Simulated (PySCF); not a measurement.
**Where the electron goes**

Species: C₆H₇Al.
Z-matrix (Å and degrees, PBE0-D3(BJ)/def2-SVP geometry), rows numbered from 1:
```
Al
C   1  1.9481
C   2  1.4083  1  121.31
C   3  1.3938  2  121.48  1  -179.96
C   4  1.3950  3  119.83  2    -0.02
C   5  1.3950  4  119.97  3     0.02
C   6  1.3939  5  119.84  4    -0.01
H   1  1.5918  2  119.13  3   179.94
H   1  1.5920  2  119.41  3    -0.04
H   3  1.0951  2  119.74  1     0.00
H   4  1.0931  3  120.17  2   179.95
H   5  1.0931  4  120.01  3   180.00
H   6  1.0931  5  120.00  4  -179.98
H   7  1.0951  2  119.77  1    -0.07
```

Computed, not measured: PySCF 2.14.0, density-fitted response routines, TDDFT wB97X-D/def2-SVPD, vertical, gas phase, core orbitals frozen in the response.

Kohn–Sham orbitals with the atoms that hold most of them (Löwdin shares over 4%, at most four atoms; ? is withheld):

```json
{"orbital": "HOMO-3", "ε (eV)": "-10.34", "atoms": "Al1 39%, H9 28%, H8 28%"}
{"orbital": "HOMO-2", "ε (eV)": "-9.93", "atoms": "C2 33%, Al1 22%, C3 8%, C7 8%"}
{"orbital": "HOMO-1", "ε (eV)": "-9.23", "atoms": "C2 26%, C5 24%, C3 11%, C7 11%"}
{"orbital": "HOMO", "ε (eV)": "-9.18", "atoms": "?"}
{"orbital": "LUMO", "ε (eV)": "-0.02", "atoms": "?"}
{"orbital": "LUMO+1", "ε (eV)": "1.32", "atoms": "C4 18%, C6 18%, C7 18%, C3 18%"}
{"orbital": "LUMO+2", "ε (eV)": "1.73", "atoms": "Al1 76%"}
```

Task: Which atoms hold the LUMO, and with what shares?

Result: Al1 (bonded to C and 2 H) 46%; C2 (bonded to Al and 2 C) 13%; C5 (bonded to 2 C and H) 8%; H9 (bonded to Al) 7%. By element: aluminium 46%, carbon 21% or more, hydrogen 7% or more.

Task: Give the leading atoms of the HOMO.

Result: C4 (bonded to 2 C and H) 20%; C6 (bonded to 2 C and H) 20%; C7 (bonded to 2 C and H) 20%; C3 (bonded to 2 C and H) 20%.

Task: How does S1 compare with the orbital gap of 9.16 eV?

Result: S1 is at 5.07 eV (f = 0.0081), 4.09 eV below the gap, made of HOMO→LUMO (69%), HOMO-1→LUMO+1 (22%), HOMO→LUMO+3 (9%). 

Task: Give energy, strength and leading configuration of S2, S3, S6 and S7, and follow the Löwdin shares of the leading atoms from the occupied to the empty orbital.

Result: 
- S2 (5.17 eV, f 0.0009), HOMO-2→LUMO (98%): C2 33% → 13%, Al1 22% → 46%
- S3 (5.43 eV, f 0.220), HOMO-1→LUMO (92%): C2 26% → 13%, C5 24% → 8%, Al1 at most 11% → 46%
- S6 (6.48 eV, f 0.0001), HOMO-2→LUMO+1 (95%): C2 33% → at most 18%, Al1 22% → at most 18%, C4 at most 9% → 18%, C6 at most 9% → 18%
- S7 (6.50 eV, f 0.239), HOMO→LUMO+1 (72%): C4 20% → 18%, C6 20% → 18%

Löwdin shares depend on the basis, the more so with diffuse functions.

Hardware: an AMD EPYC 7571 with one thread, shared host with 96 logical CPUs at a one-minute load of 73. Cost: 6.2 min (with the writing of density and orbital grids), 1.1 GiB resident at most.
